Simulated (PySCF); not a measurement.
**Magnetisability: `C1(Cl)=CC(SC)=NN=N1`, C4H4ClN3S**

Geometry (Å), atoms numbered from 1 in this order:
```xyz
13

C    -2.595   -0.250   -0.073
S    -1.477    1.082    0.439
C     0.055    0.297    0.232
C     1.255    0.960    0.515
C     2.390    0.198    0.300
Cl    3.952    0.831    0.590
N     2.321   -1.059   -0.139
N     1.174   -1.587   -0.374
N     0.065   -0.967   -0.207
H    -2.377   -0.521   -1.100
H    -3.602    0.144    0.019
H    -2.451   -1.104    0.580
H     1.285    1.976    0.870
```

Computed with GIAO PBE/pcSseg-1 magnetisability, rotational g tensor and spin-rotation constants, non-relativistic, gas phase (PySCF). Geometry: GFN2-xTB.

**Question.** What are the magnetisability and the molar susceptibility?

**Answer.** Isotropic -1305 × 10⁻³⁰ J/T², or -78.6 × 10⁻⁶ cm³/mol; principal values -1820, -1089, -1006 × 10⁻³⁰ J/T², anisotropy 776 × 10⁻³⁰ J/T² (root of half the summed squared differences of the principal values). The susceptibility is in cgs units.

**Question.** Split it along the inertial axes a, b, c into diamagnetic and paramagnetic parts about the centre of mass, with the quadrupole moment.

**Answer.** 
```csv
axis,χ (10⁻⁶ cm³/mol),diamagnetic (10⁻⁶ cm³/mol),paramagnetic (10⁻⁶ cm³/mol),summed x² of all electrons (Å²),quadrupole Θ (D Å)
a,-63.1,-470.8,407.7,416.1,+10.62
b,-63.1,-1830.0,1767.0,95.7,-10.58
c,-109.6,-2171.0,2061.4,15.3,-0.04
```
Anisotropies 2χaa − χbb − χcc = +46.5 and 2χbb − χaa − χcc = +46.5 × 10⁻⁶ cm³/mol. Θ is traceless in Buckingham's convention.

**Question.** And the rotational g tensor?

**Answer.** 
| axis | rotational constant (GHz) | g | nuclear part | electronic part |
| --- | --- | --- | --- | --- |
| a | 3.2088 | -0.0897 | 0.5249 | -0.6146 |
| b | 0.6519 | -0.0144 | 0.5267 | -0.5412 |
| c | 0.5437 | -0.0017 | 0.5248 | -0.5265 |

Asymmetric top; isotopes 12C, 35Cl, 1H, 14N, 32S; no vibrational averaging.
